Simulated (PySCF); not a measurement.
Species: `C=C/C(=C/[SiH2]OC)[SiH2]Cl`. The columns A, B, C and D hold Mulliken, IAO, Hirshfeld and ESP-fitted charges (e) of one PBE0/pcSseg-1 density (PySCF), in a shuffled order. Coordinates in Å (GFN2-xTB); the density's dipole moment is (1.00, 0.09, -1.32) D.

```tsv
atom	x	y	z	A	B	C	D
C1	-3.666	-0.627	-0.565	-0.309	-0.092	-0.392	-0.164
C2	-2.392	-0.701	-0.933	-0.129	-0.046	-0.194	-0.129
C3	-1.283	0.037	-0.342	-0.254	-0.088	+0.151	-0.408
C4	-0.031	-0.365	-0.614	-0.409	-0.126	-0.462	-0.338
Si5	1.563	0.336	0.068	+0.994	+0.380	+0.694	+0.816
O6	2.615	-0.732	-0.556	-0.636	-0.225	-0.334	-0.644
C7	3.996	-0.775	-0.387	-0.196	-0.032	-0.225	-0.001
Si8	-1.644	1.510	0.788	+0.776	+0.340	+0.229	+0.695
Cl9	-1.922	0.841	2.670	-0.311	-0.121	-0.168	-0.309
H10	-4.000	0.018	0.230	+0.146	+0.041	+0.178	+0.134
H11	-4.424	-1.230	-1.037	+0.159	+0.052	+0.186	+0.123
H12	-2.115	-1.395	-1.720	+0.146	+0.048	+0.170	+0.103
H13	0.087	-1.221	-1.274	+0.159	+0.048	+0.162	+0.121
H14	1.630	0.344	1.535	-0.154	-0.085	-0.142	-0.101
H15	1.855	1.696	-0.413	-0.161	-0.088	-0.148	-0.106
H16	4.378	-1.640	-0.931	+0.154	+0.050	+0.127	+0.118
H17	4.257	-0.871	0.669	+0.129	+0.042	+0.115	+0.097
H18	4.464	0.132	-0.778	+0.129	+0.041	+0.111	+0.097
H19	-2.855	2.218	0.370	-0.115	-0.070	-0.021	-0.050
H20	-0.519	2.437	0.808	-0.117	-0.068	-0.035	-0.055
```

Question: Which column most likely holds the ESP-fitted charges?

Answer: C. Σ q r misses the density's dipole by 0.07 D (C), 0.90 D (B), 2.32 D (A), 3.44 D (D). Charges fitted to the outside potential are the only set here that is tied to the molecule's multipoles.

Question: And the Hirshfeld charges?

Answer: B. The mean sizes are 0.104 e (B), 0.212 e (C), 0.231 e (D), 0.279 e (A), and Hirshfeld charges are commonly the smallest of these schemes.

As computed, A = IAO, B = Hirshfeld, C = ESP-fitted, D = Mulliken. Hydrogens on carbon: IAO +0.13 to +0.16, Hirshfeld +0.04 to +0.05, ESP-fitted +0.11 to +0.19, Mulliken +0.10 to +0.13 e.

The Mulliken scheme counts on each atom the diagonal of the density matrix times the overlap matrix over that atom's basis functions. The IAO scheme counts the electrons in orthogonalised intrinsic atomic orbitals, a minimal basis polarised so that it spans the occupied orbitals exactly.

One conformer (not necessarily the lowest) at the GFN2-xTB geometry, without solvent, vibrations or thermal averaging.

The run behind these numbers computed NMR shieldings as well. The run took 1.7 min wall (with the writing of density and orbital grids) on one thread of an Arm Neoverse N1, on a shared host, and the process peaked at 1.1 GiB of memory.

Conformer computed: `[CH2:1]=[CH:2]/[C:3](=[CH:4]/[SiH2:5][O:6][CH3:7])[SiH2:8][Cl:9]`: C1–C2–C3–C4 165°, C3–C4–Si5–O6 174°, C4–Si5–O6–C7 -179°, C2–C3–Si8–Cl9 86°.
